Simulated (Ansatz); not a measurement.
Input file for Ansatz (an electronic-structure program): U-wB97X-V/def2-TZVPP on H2SeZn (SMILES [ZnH][SeH]), a point of a bond scan (R = 2.073 Å).

Ansatz 0.2 input:
```yaml
crystal:
  periodic: [false, false, false]
  atoms:
    - {symbol: Zn, position_ang: [-0.70919421, -0.50984122, -0.82879930]}
    - {symbol: H, position_ang: [-1.93026847, -1.39376329, -2.25173042]}
    - {symbol: Se, position_ang: [0.65395606, 0.50525059, 0.74073403]}
    - {symbol: H, position_ang: [0.65501376, -0.71868499, 1.56184434]}
basis:
  gaussian:
    orbitals: def2-TZVPP
hamiltonian:
  xc: {name: wB97X-V}
magnetization: {spin_polarized: true, initial_magnetization: 0}
```

Program output:

```
WARN ansatz: RAYON_NUM_THREADS=1 ignored (pool sized by the plan → 1); use --threads N
Functional definition: wB97X-V
integrals: 0.09 GiB planned
1063 factors; their error is unknown
integrals: 0.12 GiB planned
169 factors; integrals over basis functions are off by at most 3.3e-5 eV
mean field: 1.16 GiB planned
mean field evaluation 1: about -113789.5393 eV, gradient 1.9e1 eV
mean field evaluation 2: about -113789.3973 eV, gradient 3.1e1 eV
mean field evaluation 4: about -113790.7077 eV, gradient 7.3e-1 eV
mean field evaluation 8: about -113791.0333 eV, gradient 4.0e-2 eV
mean field evaluation 16: about -113791.0334 eV, gradient 8.1e-5 eV
mean field -113791.03335514 eV, -4181.7433454686 hartree, gradient 8.1e-5 eV, S^2 0.000000; 0 other end points of the search recorded, 0 dependent functions left out
reference -113791.03335333 eV, -4181.7433454023 hartree; 33, 33 occupied and 107, 107 virtual orbitals, 1063 factors
Total energy: -113791.03335333 eV, -4181.7433454023 hartree
```

The run converged.

Cost: about 14 core-seconds (a rough figure).
